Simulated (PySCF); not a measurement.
**Telling isomers of C8H13F apart by NMR**

All values are calculated (PySCF 2.14): geometry: GFN2-xTB, shielding tensors at PBE0/pcSseg-1 (GIAO). One computed conformer, no relativistic terms, one averaged value for each set of equivalent atoms, gas phase.

Chemical shifts δ = σref − σ; TMS for 1H, 13C, all at this level. Splittings of carbon signals by F and P are missing where no couplings were computed. Where no couplings were computed, multiplicities follow the n + 1 count of equivalent neighbours, and m marks all less simple cases (inequivalent or close neighbours, rings, F or P nearby). Shifts are as computed. Against solution values, carbons near 30 ppm lie about +3 ppm off and those near 130 ppm about +5 ppm. Of 1211 compounds with measured shifts, 218 miss one by over three times the rms of a fit or turn the order of signals round; such compounds aren't used in these exercises.

(1) Tabulate the signals of `C[C@H]1CCC/C(=C/F)C1`, `F[C@@]12CCC[C@@H](CC1)C2` and their relative energies.

(2) What is the quickest way to tell C[C@H]1CCC/C(=C/F)C1 from F[C@@]12CCC[C@@H](CC1)C2?

## Answers

(1) 
| SMILES | carbon types | δC | δH | E rel. (kcal/mol) |
| --- | --- | --- | --- | --- |
| C[C@H]1CCC/C(=C/F)C1 | 1×C 2×CH 4×CH2 1×CH3 | 150.1, 129.5, 39.1, 38.4, 36.8, 32.7, 32.6, 25.1 | 6.79 (m, 1H), 3.00 (m, 1H), 2.01 (m, 1H), 1.88 (m, 1H), 1.85 (m, 1H), 1.76 (m, 1H), 1.29 (m, 1H), 1.27 (m, 1H), 1.22 (m, 1H), 1.04 (d, 3H), 0.94 (m, 1H) | 17.4 |
| F[C@@]12CCC[C@@H](CC1)C2 | 1×C 1×CH 6×CH2 | 103.0, 46.3, 41.1, 38.1, 36.2, 35.2, 29.3, 23.3 | 2.12 (m, 1H), 2.08 (m, 1H), 2.06 (m, 1H), 2.05 (m, 1H), 1.87 (m, 1H), 1.80 (m, 1H), 1.74 (m, 1H), 1.71 (m, 1H), 1.54 (m, 1H), 1.39 (m, 1H), 1.32 (m, 1H), 1.29 (m, 1H), 1.28 (m, 1H) | 0.0 |

Energies are electronic energies at PBE0/pcSseg-1 on these geometries, without zero-point or thermal terms, each for the one conformer computed, which needn't be the lowest.

(2) Both give the same number of carbon signals, but DEPT or the intensities differ. The first has an alkene CH at 150.1 ppm, the second a fully substituted sp3 carbon bonded to F (C) at 103.0 ppm. In the proton spectra the most deshielded non-exchanging signals are 6.79 (m, 1H) and 2.12 (m, 1H).
